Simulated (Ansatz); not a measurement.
H4NSi (SMILES [NH][SiH3]) moved off its minimum; all values from Ansatz (an electronic-structure program), cores frozen in correlated methods. Open shells are unrestricted.
(charge 0, multiplicity 2)
```xyz
6

N      1.2401    -0.5226    -0.3099
Si    -0.4417     0.2476     0.0604
H      1.8767     0.0953     0.1359
H     -0.6896    -0.0281     1.5312
H     -1.5169    -0.7825    -0.6036
H     -0.6786     1.6327    -0.3485
```

Forces at HF/def2-TZVPP (eV/Å):

```csv
atom,Fx,Fy,Fz
N1,-2.675,1.144,0.194
Si2,-0.280,-3.891,-0.382
H3,0.984,0.342,0.271
H4,0.327,0.617,-0.593
H5,1.395,1.685,0.552
H6,0.248,0.104,-0.041
```

### Question
Give the forces (eV/Å), the total energy and the dipole at CCSD(T)/cc-pV(T+d)Z.

### Answer

| atom | Fx | Fy | Fz |
|---|---|---|---|
| N1 | -2.756 | 0.239 | -0.270 |
| Si2 | -0.222 | -3.424 | -0.396 |
| H3 | 1.314 | 0.921 | 0.640 |
| H4 | 0.258 | 0.510 | -0.434 |
| H5 | 1.268 | 1.502 | 0.512 |
| H6 | 0.138 | 0.251 | -0.052 |
Energy -346.0471 hartree, dipole 1.96 D.
